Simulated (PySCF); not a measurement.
TaOF₂, SMILES [O]=[Ta]([F])[F] (connectivity only; charge and spin as stated), neutral, multiplicity 2. Atoms are numbered in the order given.

```xyz
4

Ta    -0.0455     0.0020     0.0000
O      0.1266    -1.7162     0.0000
F      0.1285     0.7545     1.7285
F      0.1285     0.7545    -1.7285
```
Charge 0, spin multiplicity 2.

Geometry optimised at PBE-D3(BJ)/def2-TZVP. The spin state was assumed, not searched. The isomer is the one that the SMILES or the coordinates give; other isomers of the formula were not compared. The def2 effective core potentials stand for the cores of Ta; spin–orbit coupling is left out.

Level of theory: PBE/def2-TZVPD (PySCF).

Mulliken values depend strongly on the basis, most of all with diffuse functions as here. ESP charges are fitted to the potential on shells at 1.4 to 2.0 van der Waals radii. Atomic charges (e):

```json
[
 {"atom": "Ta1", "Mulliken": "1.41", "ESP fit": "[?]", "Mulliken spin": "1.09"},
 {"atom": "O2", "Mulliken": "-0.53", "ESP fit": "[?]", "Mulliken spin": "-0.06"},
 {"atom": "F3", "Mulliken": "-0.44", "ESP fit": "[?]", "Mulliken spin": "-0.02"},
 {"atom": "F4", "Mulliken": "-0.44", "ESP fit": "[?]", "Mulliken spin": "-0.02"}
]
```

**Question.** Complete the blanks. (Estimate from the structure and the level; the computed values follow.)

**Answer.** 
- Ta1, ESP fit: 1.02
- O2, ESP fit: -0.47
- F3, ESP fit: -0.28
- F4, ESP fit: -0.28
